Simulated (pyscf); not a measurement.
Optimised with ωB97X-D3(BJ)/def2-SVP in PySCF. MP2 and CC: frozen core, UHF for open shells. ΔMP2 is the change of the MP2 total energy from the triple- to the quadruple-zeta basis.

SMILES: BOB(O)O
```xyz
9

B     -0.5022    -1.5111    -0.0565
O     -0.0390    -0.4966     0.7179
B     -0.3103     0.8609     0.6084
O     -0.2780     1.6404     1.7290
O     -0.5766     1.4054    -0.6067
H     -0.0361    -2.6128     0.1302
H     -1.3644    -1.3039    -0.8819
H     -0.0698     1.1278     2.5180
H     -0.7372     2.3536    -0.5441
```

### Question
How much does it cost (ΔH, 298 K, CCSD(T)/def2-TZVPP + ΔMP2(QZVPP)) to split `[BH2][O][B]([OH])[OH]` at its B–O bond into H₂B–O• + [HO–B–OH]•?

### Answer
B–O to H₂B–O• + [HO–B–OH]•: 127.3 kcal/mol. The radicals are drawn with the spin at the cut bond; how far it spreads was not checked. Other isomers of H₂B–O•, [HO–B–OH]• were not searched in full and may lie lower. The CCSD(T) − MP2 part came from Ansatz, without density fitting, on the same reference.
